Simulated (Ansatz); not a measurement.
Geometry optimisation, UKS B3LYP/def2-SVP (Ansatz).

input.yaml

```yaml
crystal:
  periodic: [false, false, false]
  atoms:
    - { symbol: In, position_ang: [0.0, 0.0, 0.0] }
    - { symbol: Cl, position_ang: [0.0, 0.0, 2.69] }
    - { symbol: O, position_ang: [1.7233, 0.0, -0.995] }
    - { symbol: H, position_ang: [2.0232, -0.9519, -1.1499] }
    - { symbol: O, position_ang: [-1.7233, 0.0, -0.995] }
    - { symbol: H, position_ang: [-2.233, -0.8467, -0.7865] }
    - { symbol: F, position_ang: [0.0, 0.0, 4.49] }
magnetization:
  spin_polarized: true
  initial_magnetization: 1
basis:
  gaussian: { orbitals: def2-SVP }
hamiltonian:
  xc: b3lyp
relax:
  f_tol: 0.15
  max_steps: 25
  restrain:
    - { distance: [1, 6], at: 1.5, k: 30.0 }
    - { distance: [0, 1], at: 3.64, k: 30.0 }
```

Run as:

```bash
$ ansatz run input.yaml --threads 4 --pin off --max-ram 5120MiB --backend cpu --events-out ev --progress --plain --runs-dir out
```

Q: Where does it end, and by what steps?

A: The run converged. The restraints hold the end off the free minimum; the threshold counts their pulls, which the force column leaves out. Restrained pairs: Cl2–F7 (1.80 → 1.59 Å), In1–Cl2 (2.69 → 3.63 Å). After 8 steps the energy has risen by 0.347 eV (the restraints' own energy left out); H4 moved furthest, 0.68 Å.

| step | energy less start (eV) | largest force component (eV/Å) | accepted |
| --- | --- | --- | --- |
| 0 | 0.0000 | 1.958 | yes |
| 1 | 0.5236 | 2.482 | yes |
| 2 | 1.0103 | 5.427 | yes |
| 3 | 0.5671 | 2.794 | yes |
| 4 | 0.5695 | 2.686 | yes |
| 5 | 0.4129 | 2.809 | yes |
| 6 | 0.3929 | 2.907 | yes |
| 7 | 0.3564 | 2.884 | yes |
| 8 | 0.3474 | 2.869 | yes |

```xyz
7
Properties=species:S:1:pos:R:3
In -0.038 -0.378 -0.308
Cl 0.044 -0.143 3.318
O 1.625 -0.318 -1.477
H 2.449 -0.450 -0.983
O -1.769 -0.285 -1.372
H -2.562 -0.322 -0.816
F 0.040 0.097 4.891
```

The run took 22 s on 4 threads of Arm Neoverse V2, with other jobs on the host, peak memory 0.31 GiB.
